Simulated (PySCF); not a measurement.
# ScSe: one state, many levels of theory

State: ²Σ⁺ (doublet), unpaired electrons σ ↑. Set-up: basis Sc x2c-TZVPPall, Se x2c-TZVPPall; spin-free X2C with a Gaussian nucleus; PySCF 2.14. De refers to Sc (3d1 4s2) + Se in their high-spin ground configurations, without counterpoise correction. The functionals are run spin-unrestricted. A positive dipole means Sc(−)Se(+). Levels whose curve was spin-contaminated or gave no clean fit are not listed.

```tsv
Level	Re (Å)	ωe (cm⁻¹)	De (eV)	μ (D)	CPU s a point (SCF and correlation, without the integrals)
PBE	2.268	415	4.95	-5.03	0.99
BLYP	2.286	403	4.65	-5.08	1.6
BP86	2.269	414	4.93	-5.11	0.7
r²SCAN	2.259	430	4.77	-5.44	2
TPSSh	2.260	429	4.62	-5.46	2.6
PBE0	2.250	439	4.37	-5.70	4.3
MN15	2.240	444	3.93	-5.88	2.8
CAM-B3LYP	2.245	446	4.01	-6.12	6.3
```

The bond length runs from 2.240 Å (MN15) to 2.286 Å (BLYP). De spans 3.93 eV (MN15, hybrid meta-GGA) to 4.95 eV (PBE, GGA).

The metal atom is held in its measured ground configuration; semilocal functionals can put another filling of s and d lower by some tenths of an eV, and De to that atom would be smaller. Spin–orbit coupling is left out. With d or f electrons several states lie close, and the lowest PBE0 determinant need not be the measured ground state.

The whole job (state search and all levels along the bond) took about 4.1 min on 2 threads of AMD EPYC 9R45 96-Core (shared host), peak memory 5.1 GiB.
